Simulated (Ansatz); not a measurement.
Pulling on the Ga1–H2 bond in GaH (multiplicity 1 held). Energies count from the point at 1.689 Å.


U- levels take the lowest unrestricted solution at each point, which mixes spins at long bonds. Active spaces are followed from rest. Full CI gives the lowest state of the spin. Levels need not reach the same state.

Frozen-core correlation. Filled d and f shells under p-block atoms count as core.

The values were computed with Ansatz (Gaussian basis) for Hartree–Fock, density functionals and correlated methods. 

Energies in eV.

```csv
R (Å),U-MP2/cc-pVDZ,"SC-NEVPT2 on CASSCF(4,5)/cc-pVDZ","FIC-MRCISD+Q on CASSCF(4,5)/cc-pVDZ",FCI/cc-pVDZ
1.351,0.92,0.89,0.86,0.87
1.520,0.16,0.18,0.16,0.17
1.689,0.00,0.00,0.00,0.00
1.858,0.13,0.10,0.11,0.11
2.027,0.40,0.32,0.36,0.36
2.280,0.91,0.76,0.82,0.82
2.534,1.62,1.21,1.29,1.28
2.956,2.24,1.84,1.93,1.92
3.378,2.47,2.27,2.35,2.36
3.885,2.57,2.54,2.62,2.63
4.560,2.61,2.66,2.73,2.75
5.405,2.62,2.69,2.77,2.79
6.756,2.62,2.69,2.77,2.79
```

Doubts at one or more of the structures used: a spin-contaminated determinant (U-MP2/cc-pVDZ).

Ansatz is an electronic-structure program.
